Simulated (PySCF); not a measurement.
Species: C4H12GeN2.
Geometry (PBE0-D3(BJ)/def2-SVP, Å), atoms numbered from 1 in this order:
```
atom  x, y, z in Å
C1     3.1844   -0.0601    0.0146
N2     2.2905    0.1927   -1.0760
C3     1.0438    0.0303   -0.9332
Ge4    0.0261   -0.5738    0.6557
N5    -1.7318   -0.4287    0.1355
C6    -2.7293   -1.2661    0.7489
C7    -2.2206    0.8753   -0.2318
H8     3.7476    0.8595    0.2432
H9     2.6993   -0.4142    0.9474
H10    3.9303   -0.8095   -0.2952
H11    0.4117    0.2261   -1.8187
H12    0.3550    0.2826    1.9093
H13    0.2611   -2.0602    0.9841
H14   -2.3150   -2.2585    0.9831
H15   -3.1481   -0.8460    1.6892
H16   -3.5803   -1.4210    0.0593
H17   -2.5793    1.4751    0.6330
H18   -1.4377    1.4636   -0.7363
H19   -3.0668    0.7889   -0.9388
```

Computed with PySCF at CAM-B3LYP/def2-SVPD, non-relativistic, on one gas-phase PBE0-D3(BJ)/def2-SVP geometry that isn't relaxed in the solvent. The solvent is an IEF-PCM continuum (van der Waals radii × 1.2), and excitations are vertical TDDFT with non-equilibrium linear response and a frozen core. The model holds no explicit solvent molecules, cavitation or dispersion. Spin–orbit coupling is left out although an atom past zinc is present.

Gas-phase singlets (H = HOMO, L = LUMO):

```json
{"state": "S1", "E (eV)": "4.197", "λ (nm)": "295", "f": "0.001", "leading configurations": "H-1→L 67%, H→L 29%"}
{"state": "S2", "E (eV)": "5.333", "λ (nm)": "232", "f": "0.017", "leading configurations": "H→L 66%, H-1→L 26%"}
{"state": "S3", "E (eV)": "5.733", "λ (nm)": "216", "f": "0.019", "leading configurations": "H→L+1 58%, H→L+2 28%"}
{"state": "S4", "E (eV)": "6.199", "λ (nm)": "200", "f": "0.022", "leading configurations": "H→L+2 48%, H→L+1 29%"}
{"state": "S5", "E (eV)": "6.503", "λ (nm)": "191", "f": "0.023", "leading configurations": "H→L+3 66%, H→L+4 24%"}
```

Task: Give the list for chloroform (ε = 4.711), n² = 2.09.

Result: 
```tsv
state	E (eV)	λ (nm)	f	leading configurations	change by rank (eV)
S1	4.260	291	0.001	H-1→L 71%, H→L 26%	+0.063
S2	5.270	235	0.021	H→L 71%, H-1→L 24%	-0.063
S3	5.730	216	0.023	H→L+1 61%, H→L+2 27%	-0.003
S4	6.244	199	0.034	H→L+2 49%, H→L+1 28%	+0.045
S5	6.519	190	0.036	H→L+3 68%, H→L+4 21%	+0.016
```

Task: The ground-state energy changes by -0.128 eV from gas to chloroform. By how much does the total energy of gas-phase S1 change?

Result: E(S1) = E(S0) + excitation energy, so it changes by -0.128 + 0.063 = -0.065 eV: it is lowered less than the ground state, which is what a blue shift means. This is the vertical state, with the slow part of the continuum still set for S0.

Task: How do the frontier levels move from gas to chloroform?

Result: 
```tsv
orbital	gas (eV)	solvent (eV)	change (eV)	Löwdin shares, gas	Löwdin shares, solvent
LUMO+2	1.43	1.57	+0.14	C1 20 %, Ge4 17 %, H12 8 %, H13 7 %	C1 21 %, Ge4 16 %, H12 8 %, C3 7 %
LUMO+1	1.06	1.19	+0.13	Ge4 35 %, C6 9 %, H12 8 %, H13 8 %	Ge4 36 %, C6 9 %, H12 8 %, H13 8 %
LUMO	0.36	0.39	+0.03	N2 31 %, C3 29 %, Ge4 16 %, H11 5 %	N2 31 %, C3 31 %, Ge4 15 %, H11 6 %
HOMO	-7.56	-7.47	+0.09	N5 49 %, C6 8 %, C7 8 %, Ge4 7 %	N5 51 %, C6 8 %, C7 8 %, Ge4 7 %
HOMO-1	-8.29	-8.34	-0.05	N2 44 %, C3 14 %, Ge4 10 %, N5 8 %	N2 45 %, C3 15 %, Ge4 10 %, C1 8 %
HOMO-2	-9.96	-9.94	+0.02	N2 33 %, C3 26 %, C1 11 %, Ge4 8 %	N2 32 %, C3 25 %, C1 11 %, Ge4 9 %
HOMO-3	-10.93	-10.79	+0.14	N5 26 %, Ge4 18 %, C7 14 %, H13 11 %	N5 27 %, Ge4 17 %, C7 14 %, H13 10 %
```

The HOMO–LUMO gap goes from 7.93 to 7.86 eV.
